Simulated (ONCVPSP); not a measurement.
**gallium (Ga): excitation energies, all-electron against ONCV**

ONCVPSP 4.0.1 input, shortened (lines: element, Z, core and valence counts, functional; n l f; lmax; l rc ep ncon nbas qcut; lloc lpopt rc5 dvloc0; l nproj debl; icmod fcfact rcfact), revPBE, non-relativistic:

```
  Ga 31.00    6    2  -102130      upf
    1    0    2.00
    2    0    2.00
    2    1    6.00
    3    0    2.00
    3    1    6.00
    3    2   10.00
    4    0    2.00
    4    1    1.00
    1
    0    1.55    0.00    4    8    3.50
    1    2.75    0.00    3    7    3.50
    4    5    1.15    0.00
    0    1    3.50
    1    2    1.80
    3    1.75    1.00
```

Energies are relative to the spin-unpolarised reference configuration 4s2 4p1; without spin polarisation the order of configurations can differ from experiment.

Task: Give the all-electron excitation energy and the error of the potential for: 4s2 4p0; 4s1 4p0; 4s2 4p0.5; 4s1 4p1.

Result:

```tsv
valence configuration	charge	ΔE all-electron (eV)	error AE − PS (meV)
4s2 4p0	+1	5.659	+0.5
4s1 4p0	+2	26.275	-47
4s2 4p0.5	+0.5	2.021	+0.3
4s1 4p1	+1	12.680	-16
```

Levels in the configuration 4s2 4p0.5:

```
level  all-electron (eV)  pseudo (eV)
   4s            -12.087      -12.103
   4p             -5.594       -5.593
```

Note: ghosts flagged at negative energy: s at -39.8 eV; GHOST(+) flagged for p at 99.1 eV. A true bound ghost makes a file unfit for plane-wave use.
